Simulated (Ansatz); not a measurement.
Mo(OH)4 (MoO₄H₄), relaxed as a triplet with UKS r2SCAN-D4/def2-SVP in Ansatz, starting from the GFN2-xTB geometry. Force threshold 0.02 eV/Å.

In the def2 sets Mo takes a core potential; there is no spin–orbit coupling. The relaxation made no stability test and no search for a lower SCF solution.

Start:

```xyz
9

Mo    0.003   -0.002   -0.008
O    -0.031   -1.684   -0.966
H     0.580   -2.420   -1.040
O    -1.226   -0.596    1.058
H    -1.906   -0.990    1.612
O     1.234    0.598   -1.068
H     1.913    1.014   -1.605
O     0.037    1.687    0.951
H    -0.604    2.392    1.065
```

(1) Estimate the energy that the relaxation releases and the steps that it takes.

(2) Does the start keep its bonding?

(3) Predict the relaxed structure.

## Answers

(1) 170.7 kJ/mol, in 22 steps; 55 s on 4 threads of Intel Xeon Platinum 8259CL on a shared host. No frequencies were taken in this run, so the end may be a saddle point.

(2) By distances, no bond broke or formed. The bond that changes most is Mo1–O6, from 1.73 to 1.92 Å (atoms count from 1).

(3) 
Cartesian coordinates in Å:
```
Mo -0.3533 -0.0609 0.0154
O -0.6796 -1.1375 -1.5072
H 0.1307 -1.4883 -1.9174
O -1.0305 -0.7857 1.6082
H -0.5443 -1.2512 2.3033
O 1.5386 -0.1847 -0.2933
H 1.9703 0.6710 -0.1308
O -0.1227 1.8386 0.0014
H -0.9093 2.3988 -0.0797
```
Bond lengths: 4 × Mo–O 1.88 to 1.92 Å; 4 × H–O 0.97 Å.
